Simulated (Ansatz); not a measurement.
`BO[SiH](O)S`. Total charge 0; spin multiplicity 1. The structure was optimised at the PBE0-D4/def2-TZVP level. It is one conformer, not always the lowest.

```xyz
10

B     0.250   -1.748   -0.672
O     0.155   -0.876    0.352
Si    0.037    0.758    0.543
O    -1.119    1.049    1.653
S    -0.618    1.803   -1.178
H     0.281   -1.351   -1.805
H     0.309   -2.915   -0.408
H     1.381    1.206    0.962
H    -1.251    0.391    2.338
H     0.576    1.683   -1.785
```

Question: What is the dipole moment at ωB97M-V/def2-TZVPP? (An estimate is asked.)

Answer: The calculation gave: 1.25 D, with components (0.84, -0.57, 0.73) D in this frame, pointing from negative to positive charge.

Question: And with PBE, r2SCAN, B3LYP? (Best estimate.)

Answer: The calculation gave: PBE 1.19 D, r2SCAN 1.27 D, B3LYP 1.25 D.

Question: Give the Mulliken charges with ωB97M-V, PBE, r2SCAN in def2-TZVPP. (Best estimate.)

Answer: Computed: 
| atom | ωB97M-V | PBE | r2SCAN |
| --- | --- | --- | --- |
| B1 | 0.03 | 0.07 | 0.18 |
| O2 | -0.33 | -0.23 | -0.36 |
| Si3 | 0.57 | 0.54 | 0.67 |
| O4 | -0.37 | -0.34 | -0.40 |
| S5 | -0.23 | -0.23 | -0.25 |
| H6 | 0.04 | -0.02 | -0.03 |
| H7 | 0.04 | -0.01 | -0.03 |
| H8 | -0.05 | -0.08 | -0.09 |
| H9 | 0.18 | 0.19 | 0.21 |
| H10 | 0.12 | 0.12 | 0.11 |

B3LYP here is the variant with VWN-RPA as its local correlation; programs differ in this.
